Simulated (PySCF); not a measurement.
NbF₄ (doublet). Method: UB3LYP/[Nb def2-SVP with ECP28, F def2-SVP], scalar-relativistic core potentials, density fitting, no spin–orbit coupling, PySCF.

Harmonic bands of its minimum:

| ω (cm⁻¹) | IR (km/mol, summed over degenerate members) | degeneracy |
| --- | --- | --- |
| 153 | 0.0 | 1 |
| 170 | 42.5 | 2 |
| 180 | 21.8 | 1 |
| 206 | 0.0 | 1 |
| 676 | 91.4 | 1 |
| 695 | 0.0 | 1 |
| 731 | 419 | 2 |

**Question.** The central atom is Nb. Infer the point group and assign the bands.

**Answer.** D2d. The modes span 2a1 + 2e + 2b2 + b1: 153 a1, 170 e, 180 b2, 206 b1, 676 b2, 695 a1, 731 e. The computed geometry has Nb–F 1.866 Å (×4); F–Nb–F 99.4° (×4), F–Nb–F 132.2° (×2).

This need not be the most stable arrangement of these atoms. With open d or f shells other occupations or spin states may lie lower.
